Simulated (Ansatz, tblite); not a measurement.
Cost and result up the ladder for Bi8O18H12 (38 atoms). Total charge 0; singlet. Geometry: r2SCAN-D4/def2-SVP.

```xyz
38

Bi   -0.9090    1.4320   -0.4178
Bi    2.8238   -0.1497    0.1844
Bi   -0.0711   -2.5347   -0.3400
Bi   -3.6145   -0.3070    1.2341
Bi    0.9435    2.0146    2.6199
Bi    0.8111    0.1154   -2.9784
Bi   -3.1584   -0.9643   -2.0714
Bi    2.4199    3.0826   -1.3923
O    -0.6879    0.7208    1.7792
O     1.9446   -0.1307    2.2080
O    -0.2995    3.1547    1.1547
O    -0.3167    1.8908    4.3322
O     1.2526    4.6406   -0.4157
O     2.3995    2.0121    0.4122
O    -3.3372    1.7620    0.6594
O     3.0407    0.6584   -2.1560
O     0.0124   -4.5422    0.4292
O     2.1902   -2.4445   -0.0887
O    -2.0512   -0.6551   -0.1521
O    -0.0506   -1.8146    1.8058
O     0.8143   -0.0952   -0.7310
O     1.1899   -2.1294   -2.5805
O    -4.6917   -0.8151   -0.4296
O     0.6464    2.2452   -2.1474
O    -2.3277   -2.9562   -1.8960
O    -1.3179    0.1398   -2.5541
H    -0.5096   -0.2635    1.8602
H     1.2747   -0.8774    2.2231
H     0.2695    3.8298    0.6838
H    -1.1295    1.4342    4.0687
H     0.6187    5.0017   -1.0553
H    -3.0566    2.3173    1.4078
H     3.8205    0.4039   -2.6728
H     0.9153   -4.6978    0.7465
H     2.3734   -2.5687   -1.0443
H    -0.1495   -2.6027    2.3617
H     0.9262   -2.6844   -3.3313
H    -3.0087   -3.6229   -1.7162
```

Ansatz on 2 threads of AMD EPYC 7R13 on a shared host and a share (18 GiB) of an NVIDIA H100 80GB HBM3; xTB runs through tblite on one thread. Times are rough, summed over both states, and most runs start from the orbitals of an earlier one. PBE0-D4/def2-SVP serves as the yardstick here, not as an exact answer. The other state is a doublet.

In the def2 sets Bi takes a core potential; there is no spin–orbit coupling. The xTB rows come from tblite. Single mean-field runs in def2-SVP are fitted with def2-universal-jkfit. HOMO above LUMO, or a gap near zero within one spin, warns that the state may not be the lowest or that an electron is smeared out.

Raw xTB energies of ions are shifted by several eV.

```csv
level,functions,wall time,vertical IE (eV),difference from PBE0-D4/def2-SVP (eV),remarks
GFN2-xTB,116,0.17 s,11.67,4.00,–
GFN1-xTB,128,0.21 s,11.77,4.10,–
PBE-D4/def2-SVP (with forces),520,17 s,6.93,-0.74,gap within one spin near zero (+1 doublet)
PBE0-D4/def2-SVP,520,22 s,7.67,0.00,–
B97M-V/def2-SVP,520,24 s,7.14,-0.53,gap within one spin near zero (+1 doublet)
```
